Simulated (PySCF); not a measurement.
Level of theory: PBE0-D3(BJ)/def2-TZVP // PBE0-D3(BJ)/def2-SVP in PySCF. Gas-phase values, no solvent. One relaxed conformer stands for a flexible species; it need not be the lowest. Delta-SCF ions had no search for a lower state. 

Reference species (SMILES): `c1c(ccc(C=C)c1)C(F)(F)F` (C–C–C–C torsion 179°) (neutral, multiplicity 1).

The HOMO comes out as -7.04 eV. The vertical ionisation energy (Delta-SCF) comes out as 8.70 eV and the LUMO comes out as -1.67 eV.

Changed species: `C=Cc1cccc(C(F)(F)F)c1` (C–C–C–C torsion 180°).

Predict the effect on the HOMO, vertical ionisation energy (Delta-SCF) and LUMO.

the HOMO rises by 0.06 eV, to -6.98 eV; the vertical ionisation energy (Delta-SCF) decreases by 0.04 eV, to 8.66 eV; the LUMO goes up by 0.14 eV, to -1.53 eV.
